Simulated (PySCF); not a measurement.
Structure revision by computed shifts

A compound C6H9NSi gives the data below (simulated from a calculation) and was assigned the structure `C#C[C@H]1[SiH2]CN1C=C`.

¹³C{¹H} NMR (computed): δ 125.5 (C), 37.0 (C), 26.0 (CH2), 16.1 (CH2), 13.7 (CH, 2C).

¹H NMR (400 MHz, computed): δ 3.99 (t, 3H), 2.14 (m, 2H), 1.30 (m, 1H), 1.19 (m, 1H), 1.02 (q, 2H).

PySCF 2.14.0 with density-fitted response routines calculation with shielding tensors at PBE0/pcSseg-1 (GIAO) and GFN2-xTB structure; no solvent model, equivalent nuclei averaged, one conformer, no relativistic terms.

References, each an isolated molecule treated in the same way: ¹H (31.72 ppm) and ¹³C (186.93 ppm) vs TMS.

Problem. Compare with the shifts computed for the proposed structure, pairing carbons in order of shift.

Solution. Mapped SMILES: `[CH:1]#[C:2][C@H:3]1[SiH2:4][CH2:5][N:6]1[CH:7]=[CH2:8]`. Hydrogens are named by the atom that carries them.

```csv
atom,computed for proposal,given list,difference
C7,147.3,125.5,+21.8
C2,87.7,37.0,+50.7
C8,85.2,26.0,+59.2
C1,82.0,16.1,+65.9
C3,45.8,13.7,+32.1
C5,38.2,13.7,+24.5
```

The rms difference is 45.7 ppm and the largest +65.9 ppm at C1 (terminal alkyne carbon). The proposal also would give 6 carbon signals, not 5. The carbon types in order of shift don't match either: CH, C, CH2, CH, CH, CH2 for the proposal against C, C, CH2, CH2, CH, CH in the data. The proposal doesn't fit.

Problem. Which isomer fits?

Solution. SMILES [C@@H]12[C@@](C#N)(C[SiH3])[C@@H]1C2.

- Carbon types of the structure: 2 × C, 2 × CH, 2 × CH2, leaving 3 H on heteroatoms.
- δC 125.5: nitrile carbon; C≡N carbons fall here, among the sp2 signals but without a proton.
- δC 37.0, 26.0, 13.7: three-membered-ring carbon.
- δH 2.14, 1.30, 1.19: hydrogen on a three-membered-ring carbon.
- δH 1.02: hydrogen on an sp3 CH2 bonded to Si.

The shifts were computed for this structure.

Shifts are as computed. Against solution values, carbons near 30 ppm lie about +3 ppm off and those near 130 ppm about +5 ppm. Of 1309 compounds with measured shifts, 239 miss one by over three times the rms of a fit or turn the order of signals round; such compounds aren't used in these exercises. Multiplicities follow the n + 1 count of equivalent neighbours, as no J values were calculated; m marks all less simple cases, F and P coupling included.
